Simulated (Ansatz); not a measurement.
Consider the formal exchange of groups at a B–O bond: `NB(O)O` + CH₃NH₂ → `NCB(N)O` + H₂O.

Program: Ansatz. Geometries: PBE0-D4/def2-TZVP. ΔE: electronic, gas phase. CCSD(T)/CBS is the MP2 limit (def2-TZVPP, def2-QZVPP) plus CCSD(T) − MP2 in def2-TZVPP, frozen cores. This one scheme is used for every species. DFT in def2-TZVPP. One conformer a species, not always the lowest.

`NB(O)O`:

Cartesian coordinates in Å:
```
N 0.592 -0.932 -0.360
B -0.181 0.131 0.154
O -1.068 -0.139 1.164
O -0.100 1.430 -0.299
H 1.266 -0.846 -1.096
H 0.496 -1.862 0.005
H -1.538 0.651 1.436
H 0.533 1.567 -1.004
```

CH₃NH₂:

Cartesian coordinates in Å:
```
C 0.087 -0.550 0.112
N 0.136 0.898 0.002
H -0.758 -1.033 -0.401
H 0.041 -0.832 1.166
H 1.009 -0.976 -0.291
H -0.705 1.313 0.380
H 0.190 1.180 -0.968
```

`NCB(N)O`:

Cartesian coordinates in Å:
```
N 0.444 -0.658 -1.589
C 0.120 0.464 -0.698
B -0.292 -0.103 0.730
N -0.320 0.692 1.886
O -0.653 -1.419 0.803
H 1.377 -1.003 -1.397
H 0.429 -0.382 -2.561
H -0.763 0.969 -1.109
H 0.905 1.232 -0.646
H -0.052 1.658 1.897
H -0.627 0.336 2.774
H -0.567 -1.784 -0.091
```

H₂O:

Z-matrix (Å, degrees):
```
O
H 1 0.960
H 1 0.960 2 105.1
```

```json
{"species": "`NB(O)O`", "PBE0-D4 energy (Eh)": "-232.45961"}
{"species": "CH₃NH₂", "PBE0-D4 energy (Eh)": "-95.78170"}
{"species": "`NCB(N)O`", "PBE0-D4 energy (Eh)": "-251.82329"}
{"species": "H₂O", "PBE0-D4 energy (Eh)": "-76.38097"}
```

Problem. Work out ΔE.

Solution. ΔE = (-251.82329) + (-76.38097) − (-232.45961) − (-95.78170) = 0.03705 Eh = +1.01 eV. CCSD(T)/CBS gives +1.02 eV.

Largest T1 diagnostic among the species: 0.011.

From PBE to PBE0 (25 % exact exchange), in def2-TZVPP and without D4, ΔE moves by +0.05 eV. The D4 term adds −0.07 eV with B3LYP and −0.04 eV with PBE0; it sums over pairs of atoms, weighted by their polarisabilities, and B3LYP, whose exchange is more repulsive, gets the larger term. In def2-TZVPP, CCSD(T) changes the Hartree–Fock value by −0.30 eV (the triples alone add −0.04 eV) and MP2 by −0.31 eV.

B3LYP here is the variant with VWN-RPA as its local correlation; programs differ in this.
